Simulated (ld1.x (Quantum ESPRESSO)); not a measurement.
## copper: one change to a PAW potential, before and after

- Element: Cu
- Generator: ld1.x (Quantum ESPRESSO) 7.5
- Type: PAW
- Functional: LDA (PZ)
- Relativity: scalar-relativistic
- Frozen core: [Ar]
- Valence charge: 11
- Reference configuration: 3d10 4s1 4p0
- Partial waves: 4s (bound): rcut 1.95, rcutus 2.25 bohr; 4s channel at 0.05 Ry: rcut 1.95, rcutus 2.25 bohr; 4p (bound, empty): rcut 3.20, rcutus 4.10 bohr; 4p channel at 2.3 Ry: rcut 3.20, rcutus 4.10 bohr; 3d (bound): rcut 1.25, rcutus 1.40 bohr; 3d channel at 2.9 Ry: rcut 1.25, rcutus 1.40 bohr
- Local potential: all-electron potential smoothed inside 1.80 bohr (lloc = -1)
- Core correction: a·sin(br)/r model core, default radius (core density twice the valence density)
- Augmentation charge: PSQ, inside the norm-conserving radii

Change: all radii but the core radius scaled by about 0.95 (s 2.14, p 3.90, d 1.34 bohr, rcut 1.86/3.06/1.20); local potential all-electron potential smoothed inside 1.72 bohr (lloc = -1).

Cutoffs: the cutoffs (Ry, on a coarse ladder) from which the occupation-weighted sum of valence levels, in a spherical-Bessel basis at the reference potential, stays within 10 and 1 mRy of its value at 400 Ry; they do not see the model core or the augmentation charge, which bear on the density cutoff. Errors are all-electron minus pseudo energies relative to the spin-unpolarised reference configuration.

Task: What does the change do?

Result: The potential gets harder (55 Ry and 100 Ry → 70 Ry and 110 Ry); of the 9 tests that both files solve, the error grows in 1 and shrinks in 0 by more than 15 % and 0.3 meV (median size 53.1 → 53.0 meV); neither file shows a bound ghost. A smaller radius makes the pseudo-wave follow the all-electron one further in, where it bends more sharply, so more plane waves are needed.

```tsv
quantity	base	changed
cutoff, loose	55 Ry	70 Ry
cutoff, tight	100 Ry	110 Ry
loose cutoff by channel (10 mRy a level)	s 6 Ry, d 45 Ry	s 6 Ry, d 50 Ry
bound ghosts	none	none
error for 3d10 4s0 4p0, meV [ΔE 8.43 eV]	-5.5	-5.3
error for 3d9 4s0 4p0, meV [ΔE 30.12 eV]	-53	-53
error for 3d8 4s0 4p0, meV [ΔE 69.49 eV]	-462	-461
error for 3d7 4s0 4p0, meV [ΔE 129.52 eV]	-1717	-1713
error for 3d10 4s0 4p1, meV [ΔE 4.26 eV]	-1.1	-1.5
error for 3d9 4s2 4p0, meV [ΔE 2.00 eV]	-54	-56
error for 3d9 4s1 4p1, meV [ΔE 6.93 eV]	-50	-52
error for 3d10 4s1 4p0 (spin-polarised), meV [ΔE -0.18 eV]	-0.2	-0.3
error for 3d9 4s0 4p0 (spin-polarised), meV [ΔE 29.88 eV]	-53	-53
lowest overlap eigenvalue by channel	s 0.38, p 0.88, d 0.20	s 0.38, p 0.90, d 0.27
```
